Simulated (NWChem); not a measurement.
The numbers come from NWChem runs, not from measurements. System: HS2, charge 0, spin multiplicity 2, at a geometry optimised with UPBE0/def2-SVP. The structure started from a generated list of species. Its SCF solution wasn't tested for a lower state. Level: UHF/def2-TZVP.

The NWChem input:

```
start mol
memory heap 200 mb stack 900 mb global 1100 mb
geometry units angstroms nocenter noautoz
  S      0.430648     0.935054     0.000000
  S     -0.467742    -0.829535     0.000000
  H      0.593507    -1.688295     0.000000
  symmetry group Cs
end
basis spherical
  * library def2-tzvp
end
scf
  uhf
  nopen 1
  maxiter 100
  thresh 1e-7
  semidirect memsize 60000000 filesize 0
  # guess.movecs holds the orbitals of an unrestricted PBE0 run
  vectors input guess.movecs output mol.movecs
end
task scf energy
```

NWChem printed:

```
             Northwest Computational Chemistry Package (NWChem) 7.3.0
             --------------------------------------------------------

                                NWChem Input Module
                                -------------------

 Scaling coordinates for geometry "geometry" by  1.889725989
 (inverse scale =  0.529177249)

 Turning off AUTOSYM since
 SYMMETRY directive was detected!

                             Geometry "geometry" -> ""
                             -------------------------

 Output coordinates in angstroms (scale by  1.889725989 to convert to a.u.)

  No.       Tag          Charge          X              Y              Z
 ---- ---------------- ---------- -------------- -------------- --------------
    1 S                   16.0000     0.43064800     0.93505400     0.00000000
    2 S                   16.0000    -0.46774200    -0.82953500     0.00000000
    3 H                    1.0000     0.59350700    -1.68829500     0.00000000

 Effective nuclear repulsion energy (a.u.)      77.8379771755

            Nuclear Dipole moment (a.u.)
            ----------------------------
        X                 Y               Z
 ---------------- ---------------- ----------------
     0.0000056692     0.0000170075     0.0000000000

      Symmetry information
      --------------------

 Group name             Cs
 Group number              2
 Group order               2
 No. of unique centers     3

      Symmetry unique atoms

     1    2    3


 Summary of "ao basis" -> "" (spherical)
 ------------------------------------------------------------------------------
       Tag                 Description            Shells   Functions and Types
 ---------------- ------------------------------  ------  ---------------------
 *                         def2-tzvp                  on all atoms

 Summary of "ao basis" -> "ao basis" (spherical)
 ------------------------------------------------------------------------------
       Tag                 Description            Shells   Functions and Types
 ---------------- ------------------------------  ------  ---------------------
 S                         def2-tzvp                13       37   5s5p2d1f
 H                         def2-tzvp                 4        6   3s1p

                                 NWChem SCF Module
                                 -----------------

  ao basis        = "ao basis"
  functions       =    80
  atoms           =     3
  alpha electrons =    17
  beta  electrons =    16
  charge          =   0.00
  wavefunction    = UHF
  use symmetry    = T
  symmetry adapt  = T

 Summary of "ao basis" -> "ao basis" (spherical)
 ------------------------------------------------------------------------------
       Tag                 Description            Shells   Functions and Types
 ---------------- ------------------------------  ------  ---------------------
 S                         def2-tzvp                13       37   5s5p2d1f
 H                         def2-tzvp                 4        6   3s1p

      Symmetry analysis of basis
      --------------------------

        a'         55
        a"         25

 Forming initial guess at       0.0s

   Symmetry analysis of molecular orbitals - initial alpha
   -------------------------------------------------------

  Numbering of irreducible representations:

     1 a'          2 a"

  Orbital symmetries:

     1 a'          2 a'          3 a'          4 a'          5 a'
     6 a"          7 a'          8 a"          9 a'         10 a'
    11 a'         12 a'         13 a'         14 a'         15 a"
    16 a'         17 a"         18 a'         19 a'         20 a'
    21 a'         22 a"         23 a'         24 a'         25 a"
    26 a"         27 a'

   Symmetry analysis of molecular orbitals - initial beta
   ------------------------------------------------------

  Numbering of irreducible representations:

     1 a'          2 a"

  Orbital symmetries:

     1 a'          2 a'          3 a'          4 a'          5 a'
     6 a'          7 a"          8 a'          9 a"         10 a'
    11 a'         12 a'         13 a'         14 a'         15 a"
    16 a'         17 a"         18 a'         19 a'         20 a'
    21 a'         22 a'         23 a"         24 a'         25 a"
    26 a'         27 a"

 Starting SCF solution at       0.0s

 ----------------------------------------------
         Quadratically convergent UHF

 Convergence threshold     :          1.000E-07
 Maximum no. of iterations :          100
 Integral*density screening:          1.000E-09
 ----------------------------------------------

              iter       energy          gnorm     gmax       time
             ----- ------------------- --------- --------- --------
                 1     -795.6395876072  7.63D-01  2.27D-01      0.6
                 2     -795.6547607816  7.53D-02  1.99D-02      0.6
                 3     -795.6572202874  9.36D-03  3.37D-03      0.8
                 4     -795.6572705283  1.83D-04  9.26D-05      1.1
                 5     -795.6572705625  1.32D-07  6.10D-08      1.5
                 6     -795.6572705625  8.04D-09  2.35D-09      1.7

       Final UHF  results
       ------------------

         Total SCF energy =   -795.657270562494
      One electron energy =  -1254.810168059985
      Two electron energy =    381.314920321966
 Nuclear repulsion energy =     77.837977175525

                       Sz =      0.5000
                 Sz(Sz+1) =      0.7500
                      S^2 =      0.7711

        Time for solution =      1.6s

       Symmetry analysis of molecular orbitals - alpha
[...]
   10   -6.6504
   11   -1.0515
   12   -0.8083
   13   -0.5806
   14   -0.4872
   15   -0.4159
   16   -0.3696
   17    0.0158
   18    0.1217
   19    0.1345
   20    0.3028
   21    0.3446
   22    0.3731
   23    0.3769
   24    0.3959
   25    0.4475
   26    0.4613
   27    0.4618

                    UHF Final Alpha Molecular Orbital Analysis
                    ------------------------------------------

 Vector   15  Occ=1.000000D+00  E=-5.017052D-01  Symmetry=a'
              MO Center= -1.8D-01, -5.1D-02,  1.0D-14, r^2= 2.5D+00
   Bfn.  Coefficient  Atom+Function         Bfn.  Coefficient  Atom+Function
  ----- ------------  ---------------      ----- ------------  ---------------
    16      0.344583  1 S  py                52     -0.319795  2 S  px
    53     -0.225034  2 S  py                42      0.191918  2 S  s
     5      0.182925  1 S  s                 55     -0.174514  2 S  px
    19      0.157517  1 S  py                13      0.152865  1 S  py

 Vector   16  Occ=1.000000D+00  E=-3.859675D-01  Symmetry=a'
              MO Center=  3.0D-01,  5.7D-01, -1.5D-15, r^2= 2.2D+00
   Bfn.  Coefficient  Atom+Function         Bfn.  Coefficient  Atom+Function
  ----- ------------  ---------------      ----- ------------  ---------------
    15      0.475845  1 S  px                18      0.336884  1 S  px
    12      0.212735  1 S  px                16     -0.181199  1 S  py
     6     -0.166477  1 S  px                52     -0.156197  2 S  px

 Vector   17  Occ=1.000000D+00  E=-3.738750D-01  Symmetry=a"
              MO Center= -9.4D-02, -1.4D-01,  7.2D-14, r^2= 2.6D+00
   Bfn.  Coefficient  Atom+Function         Bfn.  Coefficient  Atom+Function
  ----- ------------  ---------------      ----- ------------  ---------------
    54      0.445485  2 S  pz                17     -0.386377  1 S  pz
    57      0.347708  2 S  pz                20     -0.290737  1 S  pz
    51      0.199266  2 S  pz                14     -0.169996  1 S  pz
    45     -0.153714  2 S  pz

 Vector   18  Occ=0.000000D+00  E= 1.122169D-01  Symmetry=a'
              MO Center=  9.0D-02, -3.2D-01, -1.1D-14, r^2= 5.3D+00
   Bfn.  Coefficient  Atom+Function         Bfn.  Coefficient  Atom+Function
  ----- ------------  ---------------      ----- ------------  ---------------
    42      1.333931  2 S  s                  5     -0.922099  1 S  s
    19      0.872179  1 S  py                55      0.699563  2 S  px
    77     -0.695149  3 H  s                 56      0.644079  2 S  py
    18      0.384406  1 S  px                16      0.305823  1 S  py
    53      0.210334  2 S  py                52      0.178147  2 S  px

 Vector   19  Occ=0.000000D+00  E= 1.291820D-01  Symmetry=a'
              MO Center=  2.4D-01, -1.1D+00, -1.1D-14, r^2= 4.3D+00
   Bfn.  Coefficient  Atom+Function         Bfn.  Coefficient  Atom+Function
  ----- ------------  ---------------      ----- ------------  ---------------
    77      1.623017  3 H  s                 56      1.141189  2 S  py
     5     -0.572564  1 S  s                 55     -0.510432  2 S  px
    42     -0.438998  2 S  s                 18      0.396597  1 S  px
    19      0.367240  1 S  py                53      0.214643  2 S  py

 Vector   20  Occ=0.000000D+00  E= 2.988557D-01  Symmetry=a'
              MO Center=  4.6D-02, -7.1D-01, -2.8D-14, r^2= 5.6D+00
   Bfn.  Coefficient  Atom+Function         Bfn.  Coefficient  Atom+Function
  ----- ------------  ---------------      ----- ------------  ---------------
    77      0.883971  3 H  s                 76     -0.771674  3 H  s
    56     -0.711117  2 S  py                19      0.660135  1 S  py
    53      0.405116  2 S  py                16     -0.279812  1 S  py
    15     -0.216123  1 S  px                18      0.166849  1 S  px

                     UHF Final Beta Molecular Orbital Analysis
                     -----------------------------------------

 Vector   14  Occ=1.000000D+00  E=-4.871960D-01  Symmetry=a'
              MO Center= -1.6D-01,  3.5D-02, -3.7D-15, r^2= 2.6D+00
   Bfn.  Coefficient  Atom+Function         Bfn.  Coefficient  Atom+Function
  ----- ------------  ---------------      ----- ------------  ---------------
    16      0.339179  1 S  py                52     -0.309850  2 S  px
    53     -0.237676  2 S  py                 5      0.210503  1 S  s
    55     -0.179202  2 S  px                42      0.175833  2 S  s
    19      0.165426  1 S  py                 4      0.154929  1 S  s
    13      0.153216  1 S  py

 Vector   15  Occ=1.000000D+00  E=-4.159372D-01  Symmetry=a"
              MO Center= -2.7D-01, -4.9D-01, -2.4D-14, r^2= 1.8D+00
   Bfn.  Coefficient  Atom+Function         Bfn.  Coefficient  Atom+Function
  ----- ------------  ---------------      ----- ------------  ---------------
    54      0.469117  2 S  pz                57      0.325045  2 S  pz
    51      0.202644  2 S  pz                17      0.172661  1 S  pz
    45     -0.165333  2 S  pz

 Vector   16  Occ=1.000000D+00  E=-3.695747D-01  Symmetry=a'
              MO Center=  3.0D-01,  5.8D-01,  9.0D-15, r^2= 2.3D+00
   Bfn.  Coefficient  Atom+Function         Bfn.  Coefficient  Atom+Function
  ----- ------------  ---------------      ----- ------------  ---------------
    15      0.466654  1 S  px                18      0.351023  1 S  px
    12      0.211440  1 S  px                16     -0.178011  1 S  py
     6     -0.165591  1 S  px                19     -0.151884  1 S  py
    42      0.151646  2 S  s

 Vector   17  Occ=0.000000D+00  E= 1.576951D-02  Symmetry=a"
              MO Center=  2.5D-01,  5.7D-01, -1.1D-14, r^2= 2.8D+00
   Bfn.  Coefficient  Atom+Function         Bfn.  Coefficient  Atom+Function
  ----- ------------  ---------------      ----- ------------  ---------------
    20      0.620259  1 S  pz                57     -0.357809  2 S  pz
    17      0.339326  1 S  pz                54     -0.215117  2 S  pz
    14      0.196243  1 S  pz

 Vector   18  Occ=0.000000D+00  E= 1.216519D-01  Symmetry=a'
              MO Center=  2.4D-01, -7.8D-01,  7.1D-15, r^2= 5.3D+00
   Bfn.  Coefficient  Atom+Function         Bfn.  Coefficient  Atom+Function
  ----- ------------  ---------------      ----- ------------  ---------------
    42      1.450488  2 S  s                 77     -1.212072  3 H  s
    55      0.837760  2 S  px                 5     -0.726985  1 S  s
    19      0.720667  1 S  py                16      0.255005  1 S  py
    56      0.253698  2 S  py                18      0.241743  1 S  px
    52      0.182536  2 S  px                40     -0.181019  2 S  s

 Vector   19  Occ=0.000000D+00  E= 1.345139D-01  Symmetry=a'
              MO Center=  8.1D-02, -6.6D-01, -2.1D-14, r^2= 4.6D+00
   Bfn.  Coefficient  Atom+Function         Bfn.  Coefficient  Atom+Function
  ----- ------------  ---------------      ----- ------------  ---------------
    56      1.337012  2 S  py                77      1.297918  3 H  s
     5     -0.907853  1 S  s                 19      0.644124  1 S  py
    18      0.512371  1 S  px                53      0.260359  2 S  py
    55     -0.230235  2 S  px                16      0.192454  1 S  py

 center of mass
 --------------
 x =  -0.01710218 y =   0.04865002 z =   0.00000000

 moments of inertia (a.u.)
 ------------------
         188.496820503667         -86.723987506758           0.000000000000
         -86.723987506758          47.402613259493           0.000000000000
           0.000000000000           0.000000000000         235.899433763160

  Mulliken analysis of the total density
  --------------------------------------

    Atom       Charge   Shell Charges
 -----------   ------   -------------------------------------------------------
    1 S   16    16.08   2.01  0.49  1.48  1.09  0.83  4.17  1.70  0.85  2.25  1.10  0.03  0.08  0.01
    2 S   16    16.07   2.01  0.49  1.48  1.07  0.77  4.18  1.69  0.86  2.32  1.02  0.05  0.13  0.01
    3 H    1     0.84   0.23  0.50  0.09  0.02

  Mulliken analysis of the alpha density
  --------------------------------------

    Atom       Charge   Shell Charges
 -----------   ------   -------------------------------------------------------
    1 S   16     8.47   1.00  0.24  0.74  0.56  0.42  2.10  0.84  0.50  1.37  0.64  0.01  0.04  0.00
    2 S   16     8.12   1.00  0.24  0.74  0.54  0.39  2.09  0.84  0.45  1.22  0.51  0.03  0.06  0.01
    3 H    1     0.42   0.11  0.25  0.04  0.01

   Mulliken analysis of the beta density
   -------------------------------------

    Atom       Charge   Shell Charges
 -----------   ------   -------------------------------------------------------
    1 S   16     7.61   1.00  0.24  0.74  0.54  0.42  2.07  0.86  0.35  0.87  0.46  0.01  0.04  0.01
    2 S   16     7.96   1.00  0.24  0.74  0.53  0.39  2.08  0.85  0.41  1.11  0.51  0.02  0.06  0.01
    3 H    1     0.43   0.12  0.25  0.05  0.01

   Mulliken analysis of the spin density
   -------------------------------------

    Atom       Charge   Shell Charges
 -----------   ------   -------------------------------------------------------
    1 S   16     0.85   0.00  0.00 -0.00  0.02  0.00  0.03 -0.02  0.15  0.50  0.17  0.00 -0.00 -0.00
    2 S   16     0.16   0.00  0.00 -0.00  0.01 -0.00  0.01 -0.01  0.04  0.11  0.00  0.00  0.00 -0.00
    3 H    1    -0.01  -0.00 -0.01 -0.00  0.00

       Multipole analysis of the density wrt the origin
       ------------------------------------------------

     L   x y z        total         alpha         beta         nuclear
     -   - - -        -----         -----         ----         -------
     0   0 0 0     -0.000000    -17.000000    -16.000000     33.000000

     1   1 0 0      0.194275     -0.149630      0.343899      0.000006
     1   0 1 0     -0.472395     -0.768360      0.295948      0.000017
     1   0 0 1      0.000000      0.000000      0.000000      0.000000

     2   2 0 0    -20.320116    -23.057036    -21.618079     24.354998
     2   1 1 0     -0.462442    -21.960242    -20.101475     41.599275
     2   1 0 1      0.000000     -0.000000      0.000000      0.000000
     2   0 2 0    -17.920668    -60.949656    -56.423757     99.452744
     2   0 1 1      0.000000      0.000000     -0.000000      0.000000
     2   0 0 2    -20.136750    -11.541718     -8.595031      0.000000

 Task  times  cpu:        1.7s     wall:        1.7s

 Total times  cpu:        1.7s     wall:        1.7s
```
